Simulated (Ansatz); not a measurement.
Geometry optimisation, UKS PBE/def2-SVP (Ansatz 0.2.0).

The input (input.yaml):

```yaml
crystal:
  periodic: [false, false, false]
  atoms:
    - { symbol: Ge, position_ang: [-0.008896, -0.014763, -0.368665] }
    - { symbol: F, position_ang: [0.029266, 0.050911, 2.512798] }
    - { symbol: F, position_ang: [1.604186, -0.010343, -1.07388] }
    - { symbol: F, position_ang: [-0.810566, 1.382964, -1.07872] }
    - { symbol: Cl, position_ang: [-1.050203, -1.818555, -1.082852] }
    - { symbol: Si, position_ang: [0.001558, 0.002262, 4.135099] }
    - { symbol: H, position_ang: [-0.777135, -1.212148, 4.54313] }
    - { symbol: H, position_ang: [1.420895, -0.078971, 4.611433] }
    - { symbol: H, position_ang: [-0.661805, 1.258043, 4.615758] }
magnetization:
  spin_polarized: true
  initial_magnetization: 1
basis:
  gaussian: { orbitals: def2-SVP }
hamiltonian:
  xc: pbe
relax:
  f_tol: 0.03
  max_steps: 50
```

Command:

```bash
$ ansatz run input.yaml --threads 4 --pin off --max-ram 5120MiB --backend cpu --events-out ev --progress --plain --runs-dir out
```

Where does it end, and by what steps?

It converged. After 13 steps the energy has fallen by 0.056 eV; F3 moved furthest, 0.69 Å.

```json
{"step": "0", "energy less start (eV)": "0.0000", "largest force component (eV/Å)": "1.024", "accepted": "yes"}
{"step": "1", "energy less start (eV)": "-0.0111", "largest force component (eV/Å)": "0.556", "accepted": "yes"}
{"step": "2", "energy less start (eV)": "-0.0159", "largest force component (eV/Å)": "0.158", "accepted": "yes"}
{"step": "3", "energy less start (eV)": "-0.0177", "largest force component (eV/Å)": "0.129", "accepted": "yes"}
{"step": "4", "energy less start (eV)": "-0.0186", "largest force component (eV/Å)": "0.047", "accepted": "yes"}
{"step": "5", "energy less start (eV)": "-0.0196", "largest force component (eV/Å)": "0.039", "accepted": "yes"}
{"step": "6", "energy less start (eV)": "-0.0232", "largest force component (eV/Å)": "0.332", "accepted": "yes"}
{"step": "7", "energy less start (eV)": "-0.0293", "largest force component (eV/Å)": "0.219", "accepted": "yes"}
{"step": "8", "energy less start (eV)": "-0.0412", "largest force component (eV/Å)": "0.046", "accepted": "yes"}
{"step": "9", "energy less start (eV)": "-0.0432", "largest force component (eV/Å)": "0.051", "accepted": "yes"}
{"step": "10", "energy less start (eV)": "-0.0458", "largest force component (eV/Å)": "0.037", "accepted": "yes"}
{"step": "11", "energy less start (eV)": "-0.0529", "largest force component (eV/Å)": "0.099", "accepted": "yes"}
{"step": "12", "energy less start (eV)": "-0.0536", "largest force component (eV/Å)": "0.199", "accepted": "yes"}
{"step": "13", "energy less start (eV)": "-0.0556", "largest force component (eV/Å)": "0.023", "accepted": "yes"}
```

```xyz
9
Properties=species:S:1:pos:R:3
Ge -0.262 -0.448 -0.159
F 0.190 0.363 2.333
F 1.462 -0.243 -0.435
F -0.929 1.152 -0.458
Cl -1.027 -1.784 -1.739
Si 0.098 0.171 3.981
H -0.696 -1.073 4.245
H 1.496 0.042 4.503
H -0.585 1.379 4.543
```

Whether the end is a true minimum wasn't checked by a vibrational analysis.

Run time: 40 s on 4 threads of Arm Neoverse V1, with other jobs on the host, peak memory 0.22 GiB.
